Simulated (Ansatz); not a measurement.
`CO[SiH2]N` and `N[SiH2]OP` differ in one atom or group.

Ansatz, PBE0-D4/def2-TZVP geometries, multiplicity 1. Each molecule was computed in one conformer, which needn't be the lowest.

```csv
property,`CO[SiH2]N`
size of the dipole moment (B3LYP/def2-TZVPP) / D,2.06
HOMO energy (PBE0/def2-TZVPP) / eV,-7.61
HOMO–LUMO gap (PBE0/def2-TZVPP) / eV,8.31
HOMO–LUMO gap (B3LYP/def2-TZVPP) / eV,7.74
size of the dipole moment (ωB97M-V/def2-TZVPP) / D,2.09
HOMO–LUMO gap (PBE/def2-TZVPP) / eV,6.02
```

(1) Give the same properties after the change, and the shifts. (Best estimate.)

Results:

(1) Computed: 
```
                                          property  `N[SiH2]OP`  shift
  size of the dipole moment (B3LYP/def2-TZVPP) / D         1.45  -0.61
                HOMO energy (PBE0/def2-TZVPP) / eV        -7.06   0.55
              HOMO–LUMO gap (PBE0/def2-TZVPP) / eV         6.96  -1.35
             HOMO–LUMO gap (B3LYP/def2-TZVPP) / eV         6.55  -1.19
size of the dipole moment (ωB97M-V/def2-TZVPP) / D         1.47  -0.62
               HOMO–LUMO gap (PBE/def2-TZVPP) / eV         4.80  -1.22
```

With PBE0 the HOMO rises by 0.55 eV and the LUMO falls by 0.79 eV, so the gap narrows by about 1.34 eV. PBE moves the HOMO by 0.32 eV and ωB97M-V by 0.72 eV. Dipoles are sizes alone; their direction can turn.

B3LYP here is the variant with VWN-RPA as its local correlation; programs differ in this.
